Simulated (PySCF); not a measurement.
# Deuteron quadrupole couplings in `BP[SiH2]N`

Species: BH7NPSi.
Geometry (PBE0-D3(BJ)/def2-SVP, Å), atoms numbered from 1 in this order:
```xyz
11
BH7NPSi angstrom
B      2.4609   -0.0374    0.2698
P      0.8691    0.8616    0.5194
Si    -0.8016   -0.5000   -0.0928
N     -2.2922    0.2632    0.3208
H      2.5281   -1.1904    0.6234
H      3.4407    0.5511   -0.1160
H      0.8401    1.9688   -0.3668
H     -0.8672   -0.7661   -1.5605
H     -0.4510   -1.7777    0.6096
H     -2.4706    0.5634    1.2726
H     -3.1475   -0.0166   -0.1458
```

Level: PBE0/pcSseg-1 (PySCF, non-relativistic); Q(2H) = 0.00286 b; rigid geometry, the same for H and D, with no vibrational averaging.

Question: Rank these positions by the coupling χzz of a deuteron there, largest first.
A. H10 (N–H hydrogen)
B. H6 (B–H hydrogen)
C. H8 (Si–H hydrogen)
D. H9 (Si–H hydrogen)
E. H7 (P–H hydrogen)

Answer: A (275 kHz), B (138 kHz), E (122 kHz), C (94 kHz), D (90 kHz).

Q: Tabulate Vzz, the asymmetry η and χzz = 234.96 MHz × Q × Vzz for every hydrogen position.

A: 
```
atom  bonded to  bond length (Å)  Vzz (au)     η  χzz (kHz)
  H5         B1            1.208    0.2031  0.09        137
  H6         B1            1.206    0.2055  0.10        138
  H7         P2            1.419    0.1811  0.10        122
  H8        Si3            1.493    0.1393  0.03         94
  H9        Si3            1.500    0.1332  0.01         90
 H10         N4            1.014    0.4097  0.17        275
 H11         N4            1.014    0.4115  0.18        276
```

Q: Average by the element that carries the hydrogen.

A: on B: 137 kHz over 2 positions, mean bond length 1.207 Å; on P: 122 kHz over 1 position, mean bond length 1.419 Å; on Si: 92 kHz over 2 positions, mean bond length 1.496 Å; on N: 276 kHz over 2 positions, mean bond length 1.014 Å.

Q: A static deuteron (I = 1) shows a doublet split by (3/2)χ, (3/4)χ(1 + η) and (3/4)χ(1 − η) with the field along z, y and x of the gradient. What are these for H8?

A: With |χ| = 93.6 kHz and η = 0.034: 140, 73 and 68 kHz, to first order and without motion.

One conformer (not necessarily the lowest) at the PBE0-D3(BJ)/def2-SVP geometry, without solvent, vibrations or thermal averaging. A larger basis could move these couplings by a tenth or more.

These values come from a run that also computed NMR shieldings. The run took 8.5 s of wall time on one thread, Arm Neoverse V1 (aarch64), shared host, and the process peaked at 0.51 GiB of memory.
